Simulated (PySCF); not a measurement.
CH7ClFNSi2.

```xyz
13

C     -3.2398    -1.0913    -0.5772
N     -1.7860    -1.0672    -0.5657
Si    -0.8119     0.2670    -1.0920
Si     1.2679     0.0080    -0.0416
F      2.3034     1.1538    -0.5621
Cl     1.0146     0.2593     2.0034
H     -3.6324    -1.7172     0.2422
H     -3.6747    -1.4649    -1.5253
H     -3.6287    -0.0729    -0.4186
H     -1.3677    -1.9928    -0.5674
H     -1.4522     1.5265    -0.6167
H     -0.5990     0.4043    -2.5726
H      1.9335    -1.3075    -0.2450
```
Charge 0, spin multiplicity 1.

Coordinates come from a B3LYP-D3(BJ)/def2-SVP optimisation. The structure was generated by enumeration; whether it is a known compound was not checked. Other conformers were not sampled.

Level of theory: B3LYP/pcSseg-1 run with PySCF. Non-relativistic, no solvent.

Computed absolute GIAO shielding of each atom: isotropic value and principal components (ppm):
| atom | σ(iso) | σ11 | σ22 | σ33 | span |
|---|---|---|---|---|---|
| C1 | 143.2 | 120.1 | 128.7 | 180.8 | 60.7 |
| N2 | 256.1 | 217.9 | 242.8 | 307.7 | 89.8 |
| Si3 | 387.2 | 344.0 | 357.9 | 459.8 | 115.8 |
| Si4 | 314.6 | 284.5 | 315.0 | 344.3 | 59.8 |
| F5 | 340.0 | 266.4 | 331.0 | 422.6 | 156.2 |
| Cl6 | 868.6 | 666.4 | 958.5 | 980.7 | 314.3 |
| H7 | 28.5 | 23.6 | 26.4 | 35.4 | 11.8 |
| H8 | 28.5 | 23.4 | 26.4 | 35.7 | 12.3 |
| H9 | 29.0 | 25.1 | 27.3 | 34.5 | 9.4 |
| H10 | 32.3 | 22.7 | 32.1 | 42.2 | 19.5 |
| H11 | 26.9 | 24.8 | 25.4 | 30.4 | 5.5 |
| H12 | 26.6 | 22.8 | 25.0 | 32.0 | 9.2 |
| H13 | 25.6 | 23.1 | 23.2 | 30.6 | 7.5 |
